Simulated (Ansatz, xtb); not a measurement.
Two isomers of F2GaH2NO

We compare a, `N[O][Ga]([F])[F]`, a singlet, with b, `O[NH][Ga]([F])[F]`, a singlet. Both are isolated molecules in the gas phase, relaxed with PBE0-D3(BJ)/def2-SVP; the shapes shown needn't be the lowest conformers.

a (Å):

```yaml
atoms:
  - { symbol: F, position_ang: [-0.3905, -2.7983, 1.7649] }
  - { symbol: F, position_ang: [1.1619, -2.4496, -0.7825] }
  - { symbol: Ga, position_ang: [0.3428, -1.7577, 0.5931] }
  - { symbol: N, position_ang: [1.0431, 0.7699, -0.2799] }
  - { symbol: O, position_ang: [0.4180, 0.0109, 0.7358] }
  - { symbol: H, position_ang: [1.7272, 0.1807, -0.7613] }
  - { symbol: H, position_ang: [0.3170, 0.9717, -0.9708] }
```

b (Å):

| atom | x (Å) | y (Å) | z (Å) |
| --- | --- | --- | --- |
| F | -1.9034 | -2.0970 | -2.9017 |
| F | 0.4393 | -2.8250 | -1.2546 |
| Ga | -0.5620 | -1.5706 | -1.9314 |
| N | -0.3036 | 0.1598 | -1.4477 |
| O | -0.8479 | 1.1388 | -2.2819 |
| H | 0.6120 | 0.4576 | -1.1177 |
| H | -1.5484 | 1.5424 | -1.7533 |

Q: Which of the two would you expect CCSD(T)/def2-SVP + ΔMP2/def2-TZVPP electronic energies to favour?

A: Too close to call at this level: CCSD(T)/def2-SVP + ΔMP2/def2-TZVPP gives E(b) − E(a) = +0.70 kcal/mol.

How the difference moves with the method:

| level | geometry | E(b) − E(a) (kcal/mol) | departure from the last row (kcal/mol) | job, with rough time for the two |
| --- | --- | --- | --- | --- |
| GFN2-xTB | GFN2-xTB | +3.11 | +2.41 | optimisation, 1.8 s |
| HF/STO-3G | GFN2-xTB | −18.45 | −19.14 | single point, 3.7 s |
| r2SCAN-D4/def2-SVP | GFN2-xTB | −2.43 | −3.12 | single point, 15 s |
| PBE0-D3(BJ)/def2-SVP | PBE0-D3(BJ)/def2-SVP | −0.92 | −1.62 | optimisation, 7.2 min |
| HF/def2-SVP | PBE0-D3(BJ)/def2-SVP | −0.77 | −1.46 | part of the CCSD(T) run |
| MP2/def2-SVP | PBE0-D3(BJ)/def2-SVP | +0.19 | −0.51 | part of the CCSD(T) run |
| CCSD(T)/def2-SVP | PBE0-D3(BJ)/def2-SVP | +0.26 | −0.43 | single point |
| CCSD(T)/def2-SVP + ΔMP2/def2-TZVPP | PBE0-D3(BJ)/def2-SVP | +0.70 |  | single point, 2.5 min |

As drawn, b has 1 Ga–N, 1 O–H in place of 1 Ga–O, 1 N–H.

The largest departure from CCSD(T)/def2-SVP + ΔMP2/def2-TZVPP is that of HF/STO-3G, 19.14 kcal/mol. The last row adds to CCSD(T) the change of the MP2 difference between the two basis sets, here +0.43 kcal/mol.

With harmonic frequencies from PBE0-D3(BJ)/def2-SVP (ideal gas, rigid rotor, one conformer each, 600 K, 1 atm): the zero-point term adds −0.04 kcal/mol; ΔH is +0.68 and ΔG +1.82 kcal/mol.

The correlated steps freeze 13 core orbitals; the filled d shell of Ga is correlated, in a basis made for valence electrons. Programs: Ansatz 0.2.0, xtb 6.7.1; the last row on 1 thread of AMD EPYC (Zen 3) on a shared host.
